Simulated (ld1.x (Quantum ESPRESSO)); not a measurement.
## An all-electron radial function and its pseudo partner (Ne (Z = 10))

Columns: radius, all-electron u(r) and pseudo u(r) of the 2s shell (level -36.41 eV) of neon in the configuration [He] 2s2 2p6; PBE, scalar-relativistic, TM scheme, ld1.x (Quantum ESPRESSO) 7.5.

```json
{"r (bohr)": "0.039", "all-electron": "0.3769", "pseudo": "-0.0649"}
{"r (bohr)": "0.078", "all-electron": "0.4803", "pseudo": "-0.1292"}
{"r (bohr)": "0.117", "all-electron": "0.4265", "pseudo": "-0.1924"}
{"r (bohr)": "0.156", "all-electron": "0.2881", "pseudo": "-0.2545"}
{"r (bohr)": "0.195", "all-electron": "0.1102", "pseudo": "-0.3165"}
{"r (bohr)": "0.234", "all-electron": "-0.0791", "pseudo": "-0.3806"}
{"r (bohr)": "0.273", "all-electron": "-0.2633", "pseudo": "-0.4507"}
{"r (bohr)": "0.312", "all-electron": "-0.4327", "pseudo": "-0.5304"}
{"r (bohr)": "0.351", "all-electron": "-0.5826", "pseudo": "-0.6216"}
{"r (bohr)": "0.390", "all-electron": "-0.7110", "pseudo": "-0.7208"}
{"r (bohr)": "0.429", "all-electron": "-0.8177", "pseudo": "-0.8186"}
{"r (bohr)": "0.468", "all-electron": "-0.9036", "pseudo": "-0.9036"}
{"r (bohr)": "0.507", "all-electron": "-0.9702", "pseudo": "-0.9702"}
{"r (bohr)": "0.546", "all-electron": "-1.0195", "pseudo": "-1.0195"}
{"r (bohr)": "0.585", "all-electron": "-1.0535", "pseudo": "-1.0535"}
{"r (bohr)": "0.624", "all-electron": "-1.0741", "pseudo": "-1.0741"}
{"r (bohr)": "0.663", "all-electron": "-1.0835", "pseudo": "-1.0835"}
{"r (bohr)": "0.702", "all-electron": "-1.0832", "pseudo": "-1.0832"}
{"r (bohr)": "0.741", "all-electron": "-1.0750", "pseudo": "-1.0750"}
{"r (bohr)": "0.780", "all-electron": "-1.0602", "pseudo": "-1.0602"}
{"r (bohr)": "0.819", "all-electron": "-1.0401", "pseudo": "-1.0401"}
{"r (bohr)": "0.858", "all-electron": "-1.0158", "pseudo": "-1.0158"}
{"r (bohr)": "0.897", "all-electron": "-0.9882", "pseudo": "-0.9882"}
{"r (bohr)": "0.936", "all-electron": "-0.9581", "pseudo": "-0.9581"}
{"r (bohr)": "0.975", "all-electron": "-0.9262", "pseudo": "-0.9262"}
{"r (bohr)": "1.014", "all-electron": "-0.8931", "pseudo": "-0.8931"}
```

**Question.** How many radial nodes do the two functions have?

**Answer.** The all-electron 2s function has n − l − 1 = 1; the pseudo-wave has 0, since the states of the same l below it are removed with the core.

**Question.** At about which radius was the pseudo-wave matched?

**Answer.** 0.48 bohr, where the columns begin to agree (steps of 0.04 bohr).

**Question.** Where does each function peak?

**Answer.** Outermost all-electron maximum near 0.66 bohr, pseudo maximum near 0.66 bohr (to the table’s step).

**Question.** Is the pseudo-wave norm-conserving?

**Answer.** Yes: the TM scheme keeps the norm inside the radius equal to the all-electron one, which fixes the energy derivative of the logarithmic derivative at the level.
